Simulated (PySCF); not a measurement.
**Electronic structure of Ni+ (nickel, charge +1) at the UHF level**

Configuration: [Ar] 3d9, 2D determinant. Computed with PySCF 2.14 in aug-cc-pwCVTZ-DK, with the spin-free X2C one-electron Hamiltonian (Gaussian nucleus).

| Quantity | Value |
| --- | --- |
| Total energy | -1518.798427 hartree |
| One-electron energy | -2106.0734 hartree |
| Hartree (Coulomb) energy | 649.7516 hartree |
| Exchange energy | -62.4767 hartree |
| ⟨S²⟩ | 0.7531 |
| ⟨L²⟩ | 6.022 |
| Sum of ⟨r⟩ | 17.45 bohr |
| Sum of ⟨r²⟩ | 19.19 bohr² |
| Traceless quadrupole moment −½Σ⟨3z² − r²⟩ along its main axis | -0.453 e·bohr² |
| Langevin diamagnetic susceptibility | -15.2 ×10⁻⁶ cm³/mol |

| shell | electrons | mean orbital energy (hartree) | spread (hartree) | rms radius, mean of both spins (bohr) |
| --- | --- | --- | --- | --- |
| 1s β | 1 | -308.87196 | 0 | 0.0624 |
| 1s α | 1 | -308.87183 | 0 | 0.0624 |
| 2s α | 1 | -38.70568 | 0 | 0.265 |
| 2s β | 1 | -38.67047 | 0 | 0.265 |
| 2p α | 3 | -33.17180 | 0.03586 | 0.238 |
| 2p β | 3 | -33.13736 | 0.00125 | 0.238 |
| 3s α | 1 | -5.13360 | 0 | 0.801 |
| 3s β | 1 | -5.03500 | 0 | 0.801 |
| 3p α | 3 | -3.46340 | 0.07723 | 0.857 |
| 3p β | 3 | -3.34530 | 0.05454 | 0.857 |
| 3d α | 5 | -0.79015 | 0.09495 | 1.20 |
| 3d β | 4 | -0.73264 | 0.07496 | 1.20 |

Densities and radii are taken from the X2C orbitals without a picture-change correction, which distorts them close to the nucleus.

Spin-orbit constants ζ (cm⁻¹) from the X2C one-electron operator on these orbitals: bare nucleus, nucleus screened by l(l+1)(2l+1)/3 electrons, and screened by the Breit-Pauli mean field of the electrons.

```csv
shell,bare,screened nucleus,mean field
2p,98590,91540,n/a
3p,11960,11100,n/a
3d,1078,693.3,n/a
```

To first order the Landé constant is A = -693.3 cm⁻¹, so the lowest level has J = 5/2 and lies 0.0860 eV below the centre of the term.
